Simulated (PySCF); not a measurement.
## WH₆ at several levels of theory

All levels use the PBE0 minimum (singlet; W–H 1.658 Å (×3), W–H 1.706 Å (×3); H–W–H 62.0° (×3), H–W–H 67.0° (×3), H–W–H 114.7° (×3), H–W–H 118.4° (×6)), basis [W def2-TZVP with ECP60, H def2-TZVP], scalar-relativistic core potentials, density fitting, no spin–orbit coupling, PySCF. For vertical energies the ionised species is a doublet (spins chosen at PBE0 and kept) and the electron-attached one a doublet. Atomisation goes to high-spin ground-configuration atoms, without zero-point energy. Open shells are unrestricted, also as the reference of the correlated levels. A dash marks a value that was not computed or is not defined at that level.

Z-matrix (Å, degrees; charge 0 multiplicity 1):
```
W
H  1 1.6578
H  1 1.6578 2 61.97
H  1 1.6578 2 61.97 3 -71.36
H  1 1.7060 2 66.99 3 144.32
H  1 1.7060 2 118.45 3 37.63
H  1 1.7060 2 118.45 3 -108.99
```

```tsv
level	atomisation (kJ/mol)	vertical IP (eV)	vertical EA (eV)	−ε(HOMO) (eV)	gap (eV)	dipole (D)
CCSD(T)	1630	10.79	0.47	–	–	–
HF	1050	10.16	0.25	11.80	12.58	1.88
MP2	1598	11.04	0.54	–	–	–
PBE0	1677	10.80	0.56	8.54	6.21	1.81
PBE	1731	10.68	0.45	7.23	4.04	1.77
B3LYP	1719	10.88	0.55	8.36	5.74	1.81
r2SCAN	1711	10.76	0.62	7.55	4.51	1.85
wB97X	1701	10.92	0.61	11.04	10.65	1.84
```

For WH₆ itself CCSD(T) correlates 20 electrons; T1 = 0.024, D1 = 0.065, (T) = -48 kJ/mol.

Problem. Which levels differ least and most from CCSD(T) in the atomisation?

Solution. Least: MP2 (-32 kJ/mol); most: HF (-580 kJ/mol). CCSD(T) atomisation energies in a triple-zeta basis lie tens of kJ/mol low, so this is no ranking by accuracy.

Without diffuse functions attachment energies tend to come out too low.

Stability towards spin polarisation was not tested. No spin–orbit coupling is included, which matters more the heavier the element.
